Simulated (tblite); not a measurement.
Compound: C₇H₆ClS (doublet state).
SMILES with atom numbers: `[CH3:1][S:2][c:3]1[c:4][cH:5][c:6]([Cl:7])[cH:8][cH:9]1` (hydrogens: H10, H11, H12 on C1; H13 on C5; H14 on C8; H15 on C9)

Geometry (GFN2-xTB, Å), atoms numbered from 1 in this order:
```xyz
15
C7H6ClS angstrom
C      2.7048    1.0657    0.5161
S      2.1737   -0.6684    0.5738
C      0.4738   -0.4560    0.1753
C     -0.0895    0.7661   -0.0713
C     -1.3919    0.9880   -0.3814
C     -2.2231   -0.1336   -0.4517
Cl    -3.8952    0.0706   -0.8388
C     -1.7099   -1.3998   -0.2117
C     -0.3754   -1.5659    0.0981
H      2.5282    1.4593   -0.4806
H      3.7649    1.0790    0.7471
H      2.1476    1.6336    1.2554
H     -1.7847    1.9749   -0.5677
H     -2.3608   -2.2583   -0.2680
H      0.0332   -2.5472    0.2865
```

Computed values, GFN2-xTB/tblite, gas phase, harmonic and unscaled. The method is semi-empirical: single wavenumbers can be off by several per cent or more. One conformer, not necessarily the lowest. Open shells enter through the occupations alone, without spin polarisation, and single modes of such species can be off by tens of per cent.

Question: How many normal modes are there?

Answer: 15 atoms, non-linear: 3N − 6 = 39.

Question: What is the point group of the computed structure, and how do the modes divide by symmetry?

Answer: Cs. The vibrations span 26 a′ + 13 a″.

Question: How many distinct wavenumbers does the calculation give?

Answer: 39: Cs has no degenerate species.

Question: How many fundamentals are allowed in the infrared by symmetry?

Answer: 39 of 39: in Cs every mode is allowed. All fundamentals are allowed in the Raman spectrum.

Question: How large is the harmonic zero-point energy?

Answer: Half the sum of the wavenumbers, 22545 cm⁻¹, or 269.7 kJ/mol from 39 modes, 119.6 kJ/mol of it from above 1550 cm⁻¹.

Question: How far is the lowest real mode excited at 500 K, as a harmonic oscillator?

Answer: 39.4 cm⁻¹ is a vibrational temperature θ of 57 K. The population of v = 1 over v = 0 is exp(−θ/T) = 0.89, and the mean quantum number is 8.3.

On one thread, Arm Neoverse V1 (aarch64), shared host with 32 logical CPUs at a one-minute load of 12, this took 0.61 s. This covers the Hessian and the dipole derivatives.
